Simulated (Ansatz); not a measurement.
Species: CF2, charge 0, triplet. This triplet is an excited state, 2.5 eV above the singlet at CCSD(T)/cc-pV5Z (Ansatz, an electronic-structure program). CF2 (SMILES F[C]F, triplet).
B3LYP-D3(BJ)/def2-TZVP minimum from Ansatz:
```
C
F 1 1.3178
F 1 1.3178 2 119.61
```
Charge 0, spin multiplicity 3.

Hartree-Fock and CCSD correlation energies in hartree (Ansatz). Open shells are spin-unrestricted; no spin-orbit coupling. Cores are frozen in correlated methods. No relativity.

```
basis    X       E(HF)  E(corr, CCSD)
-------  -  ----------  -------------
cc-pVTZ  3  -236.70275       -0.60705
cc-pVQZ  4  -236.72238       -0.65737
cc-pV5Z  5  -236.72776       withheld
```

Q: Fit E(corr) = E∞ + A/X³ to X = 3 and 4, predict X = 5, and compare with the run.

A: A = (-0.60705 - (-0.65737))/(1/27 - 1/64) = 2.3501; E∞ = -0.65737 - A/64 = -0.69409; at X = 5, E∞ + A/125 = -0.67529. The run gave -0.67604, 0.75 mEh below the prediction. The same form on X = 4 and 5 gives E∞ = -0.69563, 1.54 mEh below the first estimate.
